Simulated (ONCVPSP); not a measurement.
**An all-electron radial function and its pseudo partner (technetium)**

Columns: radius, all-electron u(r) and pseudo u(r) of the 4p shell (level -48.98 eV) of technetium in the configuration [Ar] 3d10 4s2 4p6 4d5 5s1.5; PBE, scalar-relativistic, ONCV scheme, ONCVPSP 4.0.1.

```json
{"r (bohr)": "0.098", "all-electron": "0.3163", "pseudo": "0.0213"}
{"r (bohr)": "0.195", "all-electron": "-0.2454", "pseudo": "0.0831"}
{"r (bohr)": "0.292", "all-electron": "-0.5515", "pseudo": "0.1813"}
{"r (bohr)": "0.390", "all-electron": "-0.4189", "pseudo": "0.3103"}
{"r (bohr)": "0.488", "all-electron": "-0.0678", "pseudo": "0.4587"}
{"r (bohr)": "0.585", "all-electron": "0.3101", "pseudo": "0.6113"}
{"r (bohr)": "0.682", "all-electron": "0.6264", "pseudo": "0.7552"}
{"r (bohr)": "0.780", "all-electron": "0.8531", "pseudo": "0.8777"}
{"r (bohr)": "0.878", "all-electron": "0.9883", "pseudo": "0.9662"}
{"r (bohr)": "0.975", "all-electron": "1.0460", "pseudo": "1.0141"}
{"r (bohr)": "1.072", "all-electron": "1.0465", "pseudo": "1.0219"}
{"r (bohr)": "1.170", "all-electron": "1.0067", "pseudo": "0.9932"}
{"r (bohr)": "1.268", "all-electron": "0.9415", "pseudo": "0.9363"}
{"r (bohr)": "1.365", "all-electron": "0.8630", "pseudo": "0.8618"}
{"r (bohr)": "1.463", "all-electron": "0.7781", "pseudo": "0.7779"}
{"r (bohr)": "1.560", "all-electron": "0.6937", "pseudo": "0.6936"}
{"r (bohr)": "1.658", "all-electron": "0.6119", "pseudo": "0.6118"}
{"r (bohr)": "1.755", "all-electron": "0.5363", "pseudo": "0.5362"}
{"r (bohr)": "1.852", "all-electron": "0.4672", "pseudo": "0.4672"}
{"r (bohr)": "1.950", "all-electron": "0.4044", "pseudo": "0.4043"}
{"r (bohr)": "2.047", "all-electron": "0.3491", "pseudo": "0.3490"}
{"r (bohr)": "2.145", "all-electron": "0.2998", "pseudo": "0.2998"}
{"r (bohr)": "2.242", "all-electron": "0.2572", "pseudo": "0.2572"}
{"r (bohr)": "2.340", "all-electron": "0.2198", "pseudo": "0.2197"}
{"r (bohr)": "2.438", "all-electron": "0.1873", "pseudo": "0.1873"}
{"r (bohr)": "2.535", "all-electron": "0.1597", "pseudo": "0.1597"}
```

Problem. How many radial nodes do the two functions have?

Solution. The all-electron 4p function has n − l − 1 = 2; the pseudo-wave has 0, since the states of the same l below it are removed with the core.

Problem. At about which radius was the pseudo-wave matched?

Solution. 1.55 bohr, where the columns begin to agree (steps of 0.10 bohr).

Problem. Is the pseudo-wave norm-conserving?

Solution. Yes: the ONCV scheme keeps the norm inside the radius equal to the all-electron one, which fixes the energy derivative of the logarithmic derivative at the level.
